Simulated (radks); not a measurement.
Results of a calculation; reference values are marked as such.
Coulomb parameter of the 4d shell of the palladium ion Pd+ in the model configuration [Kr] 4d8 5s1, as a second difference U = [E(n + 0.5) + E(n - 0.5) - 2 E(n)] / (0.5)^2 with all orbitals relaxed. "Bare": the charge of the atom changes with n. "Screened": the 5s shell takes up the change at fixed total charge, which measures U(4d,4d) + U(5s,5s) - 2 U(4d,5s). Code: a radial shooting solver on a logarithmic mesh with Libxc functionals. Model: Dirac Kohn-Sham, PBE, spin-unpolarised, spherical densities, point nucleus; open shells are shared between the two j in proportion to 2j + 1.

case,configuration,E - E(n) (eV)
start,[Kr] 4d8 5s1,0.000
bare +0.5,[Kr] 4d8.5 5s1,-7.483
bare -0.5,[Kr] 4d7.5 5s1,10.566
screened +0.5,[Kr] 4d8.5 5s0.5,-2.506
screened -0.5,[Kr] 4d7.5 5s1.5,3.022

U(bare) = 12.334 eV, U(screened by 5s) = 2.063 eV.
